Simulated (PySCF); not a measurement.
## Spinor energies of Mo⁺ (molybdenum, charge +1)

Start: [Kr] 4d5; 4d5/2 filled at m_j = -3/2, -1/2, +1/2, +3/2, +5/2. Calculated with PySCF 2.14 in x2c-TZVPall-2c: generalised Hartree-Fock with the X2C-1e Hamiltonian and a Gaussian nucleus; one run each with spin-orbit coupling (SO) switched off, then screened by Boettger's factors. This is a chosen level, not necessarily the ground level.

```csv
spinor shell,electrons,"ε, spin-free (eV)","ε, screened SO (eV)",weight of nominal j (screened SO),"rms radius, screened SO (bohr)"
1s1/2,2,-20113.9,-20112.8,1.000,0.0404
2s1/2,2,-2921.6,-2921.3,1.000,0.166
2p1/2,2,-2606.0,-2679.6,1.000,0.145
2p3/2,4,-2606.0,-2571.5,1.000,0.149
3s1/2,2,-534.91,-534.84,1.000,0.456
3p1/2,2,-428.66,-441.27,1.000,0.455
3p3/2,4,-428.66,-422.71,1.000,0.465
3d3/2,4,-255.80,-257.96,0.970,0.451
3d5/2,6,-255.80,-254.30,0.980,0.455
4s1/2,2,-85.702,-85.688,1.000,1.19
4p1/2,2,-54.654,-59.471,0.651,1.34
4p3/2,4,-54.654,-52.296,0.826,1.34
4d5/2,5,-16.368,-16.365,0.581,2.01
```

```
   quantity    spin-free  screened SO
E (hartree)  -4045.72511  -4046.20076
        M_J          5/2          5/2
       ⟨J²⟩        8.753        8.753
       ⟨L²⟩        0.000        0.014
       ⟨S²⟩        8.753        8.748
```

Each row is a mean over spinors that exchange with the open shell spreads, by up to 8.278 eV (4p3/2).

Rows whose weight is well below 1 are mixtures of j = l ± 1/2: exchange outweighs spin-orbit coupling there, and the label is only the starting occupation.

Breit and QED terms are absent; they matter most for the inner s and p1/2 levels.

Densities and radii are taken from the X2C orbitals without a picture-change correction, which distorts them close to the nucleus.

Without spin-orbit coupling the j labels of p, d and f shells carry no meaning; the spin-free column gives the mean over the occupied spinors of each nl shell.
